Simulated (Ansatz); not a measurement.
Two isomers of CH7NSi2: A = `C1[SiH2]N[SiH2]1`, B = `NC1[SiH2][SiH2]1`.

Gas-phase electronic energies from Ansatz, PBE0-D4/def2-TZVP geometries. CCSD(T)/CBS is the MP2 limit (def2-TZVPP, def2-QZVPP) plus CCSD(T) − MP2 in def2-TZVPP, frozen cores. Functionals use def2-TZVPP. One conformer a species, not always the lowest.

(1) Which is lower in electronic energy at CCSD(T)/CBS, and by how much? (Estimate.)

(2) Give E(B) − E(A) in kcal/mol with CCSD(T)/def2-SVP, LDA (SPW92), HF/def2-TZVPP, PBE-D4, BLYP-D4, CCSD/def2-TZVPP, r2SCAN-D4. (An estimate is asked.)

(3) Does the order hold for the free energy at 298.15 K (harmonic terms from PBE0-D4)? (Estimate.)

Largest T1 diagnostic: 0.013.

Results:

(1) Computed: A, by 72.8 kcal/mol.

(2) The calculation gave: CCSD(T)/def2-SVP 65.3, LDA (SPW92) 64.6, HF/def2-TZVPP 78.8, PBE-D4 64.0, BLYP-D4 67.1, CCSD/def2-TZVPP 73.4, r2SCAN-D4 70.2. None reverses the order clearly.

(3) The calculation gave: Yes: G(B) − G(A) = +71.1 kcal/mol, for one conformer each.

From PBE to PBE0 (25 % exact exchange), in def2-TZVPP and without D4, E(B) − E(A) moves by +4.2 kcal/mol. At CCSD(T), def2-SVP lies −7.5 kcal/mol from the extrapolated value and def2-TZVPP −0.7 kcal/mol.
